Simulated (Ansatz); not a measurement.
The cluster Be₉O₉, relaxed as a singlet with RKS r2SCAN-D4/def2-SVP in Ansatz, starting from the GFN1-xTB geometry. Force threshold 0.03 eV/Å.

The structure comes from a short search, and lower isomers may exist.

Start:

```csv
atom,x (Å),y (Å),z (Å)
Be1,-1.284,-3.427,1.860
Be2,0.428,3.922,-0.839
Be3,-2.280,-1.228,3.245
Be4,2.455,-0.176,-3.338
Be5,1.859,2.472,-2.740
Be6,1.819,-2.703,-2.356
Be7,-1.134,3.549,1.446
Be8,0.330,-3.956,-0.350
Be9,-2.195,1.548,3.074
O10,-0.512,-3.964,0.794
O11,1.145,-3.560,-1.444
O12,-2.399,0.180,3.399
O13,2.304,-1.558,-3.045
O14,-1.774,2.736,2.419
O15,2.322,1.237,-3.269
O16,-1.916,-2.505,2.738
O17,-0.382,3.997,0.326
O18,1.212,3.435,-1.919
```

Question: Estimate the energy that the relaxation releases and the steps that it takes.

Answer: 0.42 eV, in 3 steps; 16 s on 4 threads of Arm Neoverse V1 on a shared host. No frequencies were taken in this run, so the end may be a saddle point.

Question: Does the start keep its bonding?

Answer: By distances, no bond broke or formed. The bond that changes most is Be9–O12, from 1.42 to 1.43 Å (atoms count from 1).

Question: Predict the relaxed structure.

Answer: 
```xyz
18

Be   -1.228   -3.360    1.829
Be    0.443    3.875   -0.801
Be   -2.234   -1.198    3.164
Be    2.368   -0.181   -3.273
Be    1.834    2.428   -2.664
Be    1.771   -2.684   -2.339
Be   -1.127    3.517    1.424
Be    0.354   -3.927   -0.338
Be   -2.180    1.531    2.998
O    -0.480   -4.026    0.813
O     1.170   -3.644   -1.473
O    -2.440    0.191    3.413
O     2.289   -1.594   -3.097
O    -1.819    2.791    2.438
O     2.329    1.245   -3.288
O    -1.917   -2.528    2.760
O    -0.382    4.075    0.345
O     1.251    3.489   -1.911
```
Bond lengths (bridged metal pairs left out): 18 × Be–O 1.43 Å.
